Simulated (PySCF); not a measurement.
Predicted microwave data (PySCF 2.14.0, PBE0-D3(BJ)/def2-SVP geometry optimisation, gas phase) for one isomer of C4H10O2S:

```
Rotational constants : A = 4295, B = 1474, C = 1466 MHz
Dipole components    : |μa| = 0.00 D, |μb| = 4.30 D, |μc| = 0.13 D
Inertial defect      : -115.89 u·Å²
κ                    : -0.99
```

Question: Which structure is it? (One computed conformer of each.)
A. `[CH3:1][CH2:2][S:3](=[O:4])(=[O:5])[CH2:6][CH3:7]` with C1–C2–S3–O4 -66°, C2–S3–C6–C7 180° (diethyl sulfone)
B. `[CH3:1][CH2:2][S@@:3](=[O:4])[CH2:5][O:6][CH3:7]` with C1–C2–S3–O4 -32°, C2–S3–C5–O6 -53°, S3–C5–O6–C7 -79°
C. `[CH3:1][CH2:2][CH2:3][S:4]([CH3:5])(=[O:6])=[O:7]` with C1–C2–C3–S4 64°, C2–C3–S4–C5 162°
D. `[CH3:1][CH:2]([CH3:3])[S:4]([CH3:5])(=[O:6])=[O:7]` with C1–C2–S4–C5 171°

Answer: A. It is CCS(=O)(=O)CC, a near-prolate asymmetric top, point group C2v. The candidates at the same level (rigid rotor, commonest isotopes):

```csv
SMILES,A (MHz),B (MHz),C (MHz),μa (D),μb (D),μc (D),Δ (u·Å²),point group,rotor
CCS(=O)(=O)CC,4295,1474,1466,0.00,4.30,0.13,-115.89,C2v,near-prolate asymmetric top
CCCS(C)(=O)=O,3798,1573,1498,0.35,3.33,2.69,-116.82,C1,near-prolate asymmetric top
CC(C)S(C)(=O)=O,2991,2006,1664,1.86,3.04,2.64,-117.16,C1,asymmetric top
CC[S@@](=O)COC,2718,1806,1541,0.59,0.81,2.47,-137.88,C1,asymmetric top
```

`CC(C)S(C)(=O)=O` has B 36 % too high; `CC[S@@](=O)COC` has A 37 % too low; `CCCS(C)(=O)=O` has A 12 % too low. No structure here is proved a minimum.
